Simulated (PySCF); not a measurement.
# Spinor energies of Tc³⁶⁺ (technetium, charge +36)

Start: [He] 2s2 2p3; 2p1/2 filled at m_j = -1/2, +1/2; 2p3/2 filled at m_j = +3/2. Calculated with PySCF 2.14 in an uncontracted even-tempered set (17 s from 16 bohr⁻², ratio 2.4; 12 p from 20 bohr⁻², ratio 2.4; 5 d from 72 bohr⁻², ratio 2.6; 4 f from 110 bohr⁻², ratio 2.6): generalised Hartree-Fock with the X2C-1e Hamiltonian and a Gaussian nucleus; one run each with spin-orbit coupling (SO) switched off, then screened by Boettger's factors.

```json
{"spinor shell": "1s1/2", "electrons": "2", "ε, spin-free (eV)": "-23786.3", "ε, screened SO (eV)": "-23779.1", "weight of nominal j (screened SO)": "1.000", "rms radius, screened SO (bohr)": "0.0392"}
{"spinor shell": "2s1/2", "electrons": "2", "ε, spin-free (eV)": "-5335.4", "ε, screened SO (eV)": "-5333.3", "weight of nominal j (screened SO)": "1.000", "rms radius, screened SO (bohr)": "0.155"}
{"spinor shell": "2p1/2", "electrons": "2", "ε, spin-free (eV)": "-5124.2", "ε, screened SO (eV)": "-5184.5", "weight of nominal j (screened SO)": "0.991", "rms radius, screened SO (bohr)": "0.133"}
{"spinor shell": "2p3/2", "electrons": "1", "ε, spin-free (eV)": "-5124.2", "ε, screened SO (eV)": "-5063.7", "weight of nominal j (screened SO)": "1.000", "rms radius, screened SO (bohr)": "0.137"}
```

```json
{"quantity": "E (hartree)", "spin-free": "-2888.69864", "screened SO": "-2892.36200"}
{"quantity": "M_J", "spin-free": "3/2", "screened SO": "3/2"}
{"quantity": "⟨J²⟩", "spin-free": "3.750", "screened SO": "3.751"}
{"quantity": "⟨L²⟩", "spin-free": "0.000", "screened SO": "2.125"}
{"quantity": "⟨S²⟩", "spin-free": "3.750", "screened SO": "1.722"}
```

Each row is a mean over spinors that exchange with the open shell spreads, by up to 46.383 eV (2s1/2).

Breit and QED terms are absent; they matter most for the inner s and p1/2 levels.

Densities and radii are taken from the X2C orbitals without a picture-change correction, which distorts them close to the nucleus.

Without spin-orbit coupling the j labels of p, d and f shells carry no meaning; the spin-free column gives the mean over the occupied spinors of each nl shell.
